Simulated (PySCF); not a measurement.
C5H10N, doublet (typed; the unrestricted solution is spin-contaminated), at a GFN2-xTB geometry. Base run: CCSD(T)/STO-3G (PySCF).

Input for PySCF:
```python
from pyscf import gto, scf, cc

mol = gto.Mole()
mol.atom = '''
    C     0.454427    1.883593    0.885180
    N     0.768514    0.831751    0.329720
    C    -0.056209   -0.255693   -0.120751
    C     0.424856   -1.513752    0.611283
    C     0.183736   -0.403433   -1.627605
    C    -1.544270   -0.012277    0.160224
    H     1.199654    2.612975    1.166640
    H     0.265635   -1.409425    1.682180
    H    -0.121394   -2.384265    0.257821
    H     1.486347   -1.667790    0.433338
    H    -0.365839   -1.258631   -2.011949
    H    -0.147110    0.491203   -2.150314
    H     1.243041   -0.547403   -1.825851
    H    -1.705504    0.111844    1.228356
    H    -1.874938    0.892059   -0.344896
    H    -2.134721   -0.853451   -0.193346
'''
mol.basis = 'sto-3g'
mol.charge = 0
mol.spin = 1
mol.verbose = 4
mol.build()

mf = scf.UHF(mol)
mf.kernel()

mycc = cc.CCSD(mf)
mycc.kernel()
et = mycc.ccsd_t()
print('E(CCSD(T)) = %.10f' % (mycc.e_tot + et))
mf.analyze()
```

Each row names what was changed in the base input (with any setting that the change needs).

```tsv
change	ΔE vs base (mEh)	MP2 correlation (Eh)	CC correlation without the perturbative part (Eh)	basis functions
base	0.000	-0.29947	-0.40468	40
method = mp2	109.0	-0.29947	-	40
method = ccsd	3.836	-0.29947	-0.40468	40
cc.level_shift = 0.2	0.000	-0.29947	-0.40468	40
cc.conv_tol = 1e-9	0.000	-0.29947	-0.40468	40
frozen = 6	2.283	-0.29696	-0.40244	40
cc.diis_space = 10	0.000	-0.29947	-0.40468	40
cart = on	0.000	-0.29947	-0.40468	40
frozen = 5	1.989	-0.29727	-0.40273	40
method = cisd	71.961	-	-	40
```

Open shells are given as the SCF converged; they aren't shown to be the lowest states, and a large step between rows can be another state.
